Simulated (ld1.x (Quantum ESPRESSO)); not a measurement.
# Be (Z = 4) TM: all-electron and pseudo phase curves

ld1.x (Quantum ESPRESSO) 7.5 input, shortened:

```
&input
   title='Be', zed=4., rel=1, dft='PZ', iswitch=3,
   config='[He] 2s2 2p0'
 /
 &inputp
   pseudotype=2, tm=.true., lloc=-1, rcloc=1.85,
   nlcc=.false.
 /
2
2S  1  0   2.00   0.00  1.40  1.40  0.0
2P  2  1   0.00   0.00  4.20  4.20  0.0
 &test
   configts(1)='2s2 2p0'
 /
```

The phase is arctan(r·u′/u) with u = r·R(r), unwrapped; energies in Ry, scanned from -2 to 5 Ry. A pole is an energy at which the radial function vanishes at the test radius. The pseudo phase is shifted by a multiple of π to meet the all-electron one at the reference energy, and phase errors are pseudo minus all-electron; the curves can meet again beyond the range given. Levels narrower than the energy grid can be missing from the lists of poles.

Problem. For each channel, where are the poles, and over which energies does the pseudopotential scatter like the atom?

Solution.

```tsv
channel	radius (bohr)	reference energy (Ry)	poles, all-electron	poles, pseudo	unbroken range about the reference energy with phases within 0.05 rad	phase error 1 Ry above the reference energy (rad)
s	4.57	-0.41	-0.32, 1.45, 4.31	-0.32, 1.42, 3.94	below 2.2	-0.026
p	4.57	-0.15	-0.01, 1.49, 4.01	-0.01, 1.71, 4.42	below 0.4	+0.191
```

Phases in the p channel:

| E (Ry) | all-electron | pseudo |
| --- | --- | --- |
| -2.00 | 1.411 | 1.411 |
| -1.52 | 1.385 | 1.385 |
| -1.04 | 1.339 | 1.340 |
| -0.56 | 1.215 | 1.216 |
| -0.08 | -1.399 | -1.398 |
| 0.40 | -2.066 | -2.016 |
| 0.88 | -4.345 | -4.186 |
| 1.36 | -4.675 | -4.621 |
| 1.84 | -4.802 | -4.738 |
| 2.32 | -5.039 | -4.841 |
| 2.80 | -7.322 | -5.151 |
| 3.28 | -7.734 | -7.469 |
| 3.76 | -7.824 | -7.753 |
| 4.24 | -7.879 | -7.833 |
| 4.72 | -7.939 | -7.887 |
